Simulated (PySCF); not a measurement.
Problem. What does the GFN2-xTB structure of `N#C[C@@H]1[C@@H]([O-])[C@H]1OC(F)F` look like in three dimensions? (Charge -1.)

Solution. 
```
atom  x, y, z in Å
N1     1.8232    2.2904    2.1755
C2     1.3826    1.4544    1.5082
C3     0.8696    0.4976    0.6427
C4     0.3133    0.9324   -0.8356
O5     0.6103    0.2611   -1.8750
C6    -0.6079    0.5029    0.2820
O7    -1.3300   -0.7282    0.3262
C8    -0.9256   -1.6843   -0.5244
F9    -2.0153   -2.2459   -1.1273
F10   -0.3771   -2.7438    0.1676
H11    1.3503   -0.4727    0.6580
H12    0.3421    2.0427   -0.8975
H13   -1.2254    1.2451    0.7766
H14   -0.2107   -1.3522   -1.2991
```

Any rigid rotation of these coordinates is as good. Atoms count from 1 in this order. The 3-membered ring C3–C4–C6 has internal angles of 57.0° to 65.4°. The 4 C–C bonds span 1.388 Å (C2–C3, drawn single) to 1.638 Å (C3–C4, drawn single), a spread of 0.250 Å. Of the pairs four or more bonds apart, O5···H14 is among the closest relative to their van der Waals radii: 1.90 Å, 70 % of the sum of Bondi's values. The 3 C–O bonds span 1.272 Å (C4–O5, drawn single) to 1.428 Å (C6–O7, drawn single), a spread of 0.156 Å.

Bonds between heavy atoms (Å): N1≡C2 1.157, C2–C3 1.388, C3–C4 1.638, C4–O5 1.272, C4–C6 1.511, C6–O7 1.428, O7–C8 1.342, C8–F9 1.366, C8–F10 1.379, C3–C6 1.521.

Computed geometry: GFN2-xTB, gas phase.

Point group: C1 (no symmetry element, even within 0.4 Å). No GFN2-xTB frequencies stand behind this structure, so it isn't proved a minimum. Torsions: C4–C6–O7–C8 16°, C6–O7–C8–F9 -135°.

One conformer stands for the species.
